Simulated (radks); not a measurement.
The nickel ion Ni+, configuration [Ar] 3d9. Calculated with a radial shooting solver on a logarithmic mesh with Libxc functionals: scalar-relativistic Kohn-Sham, SCAN, spin-polarised, spherical densities, finite nucleus; open shells are filled with parallel spins first; meta-GGA in the generalised Kohn-Sham scheme; Fermi nuclear charge, rms radius 3.7757 fm.

Unscreened Slater integrals over Kohn-Sham orbitals (eV). They are taken over the spin-up orbitals.

\begin{tabular}{lr}
integral & value \\ \hline
F0(3d,3d) & 24.499 \\
F2(3d,3d) & 10.918 \\
F4(3d,3d) & 6.7181 \\
F0(3d,3p) & 27.470 \\
F2(3d,3p) & 12.642 \\
G1(3d,3p) & 15.642 \\
G3(3d,3p) & 9.3988 \\
F0(3d,3s) & 28.078 \\
G2(3d,3s) & 11.776 \\
F0(3p,3p) & 31.403 \\
F2(3p,3p) & 15.670 \\
F0(3p,3s) & 32.176 \\
G1(3p,3s) & 21.298 \\
F0(3s,3s) & 33.022 \\
\end{tabular}

Derived for the open shells (J is the average intra-shell exchange parameter used in DFT+U). 3d: Racah B = F2/49 - 5 F4/441 = 0.1467 eV, C = 35 F4/441 = 0.5332 eV, C/B = 3.64, F4/F2 = 0.615, J = (F2 + F4)/14 = 1.260 eV.
